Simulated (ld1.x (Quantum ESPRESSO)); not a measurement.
**Before and after: TM potential for Sn (Z = 50)**

* Element: Sn (Z = 50)
* Generator: ld1.x (Quantum ESPRESSO) 7.5
* Type: norm-conserving Troullier–Martins (Kleinman–Bylander form)
* Functional: PBE
* Relativity: scalar-relativistic
* Frozen core: [Kr]
* Valence charge: 14
* Reference configuration: 4d10 5s2 5p2
* Partial waves: 5s (bound): rc 1.50 bohr; 5p (bound): rc 2.10 bohr; 4d (bound): rc 1.25 bohr
* Local potential: the d channel
* Core correction: none

Change: wave 5p (bound): rc 2.10 bohr becomes 5p (bound): rc 1.68 bohr.

Cutoffs: the cutoffs (Ry, on a coarse ladder) from which the occupation-weighted sum of valence levels, in a spherical-Bessel basis at the reference potential, stays within 10 and 1 mRy of its value at 400 Ry; they do not see the model core or the augmentation charge, which bear on the density cutoff. Errors are all-electron minus pseudo energies relative to the spin-unpolarised reference configuration.

**Question.** How do hardness, ghosts and transferability respond?

**Answer.** The potential gets neither clearly harder nor softer (100 Ry and 160 Ry → 100 Ry and 160 Ry); both files keep a bound ghost (p, s); the number of tests that count goes from 6 to 7; of the 6 tests that both files solve, the error grows in 2 and shrinks in 1 by more than 15 % and 0.3 meV (median size 1.5 → 3.7 meV).

```csv
quantity,base,changed
"cutoff, loose",100 Ry,100 Ry
"cutoff, tight",160 Ry,160 Ry
loose cutoff by channel (10 mRy a level),"s 35 Ry, p 6 Ry, d 80 Ry","s 35 Ry, p 40 Ry, d 80 Ry"
bound ghosts,"s, p","s, p"
"tests counted (converged, no solver errors)",6 of 7,7 of 7
"error for 4d10 5s2 5p1, meV [ΔE 6.87 eV]",-1.0,-1.0
"error for 4d10 5s2 5p0, meV [ΔE 20.83 eV]",-0.9,+6.2
"error for 4d10 5s1 5p0, meV [ΔE 51.80 eV]",+39,+45
"error for 4d10 5s2 5p1.5, meV [ΔE 2.62 eV]",-0.5,-0.6
"error for 4d10 5s1 5p3, meV [ΔE 6.98 eV]",-2.0,-1.2
"error for 4d10 5s0 5p0, meV [ΔE 92.92 eV]",+149,+151
```

Base: Tests not counted: 4d9 5s2 5p2 (solver errors, printed error -15.8 eV). A true bound ghost makes a file unfit for plane-wave use even where its test errors are small: the radial tests pick states by their node count and pass the ghost by. Where a test does run into it, the solver fails or the error is huge.
